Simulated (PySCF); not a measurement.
C₅H₉NO (SMILES CN1CCCC1=O), singlet, at a GFN2-xTB geometry.

Input for PySCF:
```python
from pyscf import gto, scf, dft

mol = gto.Mole()
mol.atom = '''
    C     2.10718030   -0.10566990    0.05077275
    N     0.69270521    0.08905907   -0.09332066
    C     0.14997135    0.98033666   -1.08972839
    C    -1.32752946    1.09849129   -0.69883366
    C    -1.60250964   -0.19679329    0.06324944
    C    -0.23541035   -0.62430679    0.57963264
    O    -0.00257823   -1.45674522    1.42691988
    H     2.59806457    0.83177957    0.32361649
    H     2.54565104   -0.47833752   -0.87929269
    H     2.25899065   -0.83912003    0.84118692
    H     0.27013507    0.54960589   -2.09371243
    H     0.67024368    1.94223616   -1.06616009
    H    -1.46840915    1.95525366   -0.03929380
    H    -1.97158737    1.22354647   -1.56688659
    H    -2.30886961   -0.08111558    0.88246881
    H    -1.97274293   -0.98564829   -0.59459778
'''
mol.basis = 'pcseg-0'
mol.verbose = 4
mol.build()

mf = dft.RKS(mol)
mf.xc = 'b3lyp'
mf = mf.density_fit(auxbasis='def2-universal-jkfit')
mf.kernel()
```

Question: What does this run give for the HOMO-LUMO gap, number of basis functions, Mulliken (on the basis functions themselves) charges in atom order, nuclear repulsion energy?

Answer: 
- HOMO-LUMO gap: 7.50 eV
- number of basis functions: 81
- Mulliken (on the basis functions themselves) charges in atom order: C1 -0.28, N2 -0.83, C3 -0.08, C4 -0.46, C5 -0.46, C6 0.65, O7 -0.53, H8 0.20, H9 0.20, H10 0.23, H11 0.21, H12 0.21, H13 0.23, H14 0.22, H15 0.24, H16 0.24
- nuclear repulsion energy: 317.3286 Eh
